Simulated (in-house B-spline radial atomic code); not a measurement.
Atomic self-consistent-field run: Gd VI (Gd5+) (with a hole in an inner shell). Level of theory: Dirac-Hartree-Fock, average of the jj configuration, Fermi nucleus of rms radius 5.1569 fm; calculated with an all-electron radial atomic-structure program (B-spline basis).

In the input, a minus or plus after the letter marks the j = l - 1/2 or j = l + 1/2 subshell.

Command:
```bash
python run_scf.py task.json out
```
Settings (nuclear radius in fm, mass in u):
```
Z                64
configuration    1s2 2s1 2p6 3s2 3p6 3d10 4s2 4p-2 4p+3 4d10 4f7 5s2 5p6
hamiltonian      dirac
method           hf
spin_polarised   False
nucleus          fermi
rms_radius       5.1569
atomic_mass      157.92411
speed_of_light   137.035999084
```

Output (hartree, bohr):
```
 radial grid: 68 intervals, B-splines of order 8, outer radius 25.4386 bohr

 iter        energy (Eh)    residual
    1      -10894.548034    9.88e-01
    2      -10925.532294    1.36e+00
    3      -10947.948463    3.22e-01
    4      -10949.548188    1.06e-01
    5      -10949.658711    3.10e-02
    6      -10949.677159    1.48e-02
    7      -10949.680251    2.05e-03
    8      -10949.680300    3.60e-04
    9      -10949.680302    2.00e-05
   10      -10949.680302    5.09e-07

 total energy                    -10949.68030
 kinetic                           11901.8689
 electron-nucleus                 -26731.3922
 electron-electron                  3879.8430

 first-order corrections (not in the total)
   Gaunt                            10.9924
   retardation                      -1.1706
   frequency dependence             -0.1629
   self-energy                       7.6865
   Uehling                          -1.2427
   Wichmann-Kroll                    0.0393
   recoil                            0.0242

 orbital      occ     eigenvalue          <r>       <r^2>       <1/r>       <r^4>       r_max    small
 1s1/2      2.000     -1868.9052    0.0219027  0.00065473     71.6485 1.14245e-06     0.01392  5.69e-02
 2s1/2      1.000      -319.7294    0.0925955   0.0101975     17.1537 0.000183743     0.07896  1.26e-02
 2p1/2      2.000      -303.0208    0.0771177  0.00734885     17.1347 0.000109843     0.05963  1.27e-02
 2p3/2      4.000      -277.0332    0.0838765  0.00856209     15.1525 0.000143975     0.06539  1.18e-02
 3s1/2      2.000       -75.3364     0.240648   0.0663853     6.36499  0.00667526      0.2224  4.15e-03
 3p1/2      2.000       -68.5335     0.230215   0.0616476     6.24204  0.00602085      0.2093  4.04e-03
 3p3/2      4.000       -62.9757     0.243082   0.0685577      5.7333  0.00741378      0.2213  3.78e-03
 3d3/2      4.000       -51.2054     0.214338   0.0540056     5.62309  0.00519656       0.175  3.67e-03
 3d5/2      6.000       -49.9728     0.218307   0.0558911     5.49601  0.00553181      0.1784  3.59e-03
 4s1/2      2.000       -18.0714     0.543426    0.332977     2.64714    0.160296      0.5086  1.31e-03
 4p1/2      2.000       -15.3501     0.553213    0.347701     2.54088    0.179461      0.5115  1.23e-03
 4p3/2      3.000       -14.1076     0.583532    0.387899     2.37083     0.22824      0.5368  1.14e-03
 4d3/2      4.000        -9.3233     0.608321    0.427846     2.17404    0.293368      0.5397  9.85e-04
 4d5/2      6.000        -9.0208     0.618654    0.442402     2.12985    0.313851      0.5482  9.59e-04
 4f5/2      3.000        -3.4509      0.71585    0.625781     1.73356    0.815971      0.5313  6.65e-04
 4f7/2      4.000        -3.3953     0.723533     0.63974       1.716    0.854874      0.5358  6.54e-04
 5s1/2      2.000        -4.4967      1.26379     1.78307     1.05074     4.54092       1.157  2.98e-04
 5p1/2      2.000        -3.5335      1.36401     2.08566    0.963729     6.32558       1.233  2.57e-04
 5p3/2      4.000        -3.3110      1.42784     2.28919    0.921588     7.62569       1.297  2.48e-04
```

Time taken, with all properties: 1.6 s on 1 thread of Arm Neoverse V1 (shared host).

For the Dirac Hamiltonian the kinetic term is c α·p + (β - 1)c².
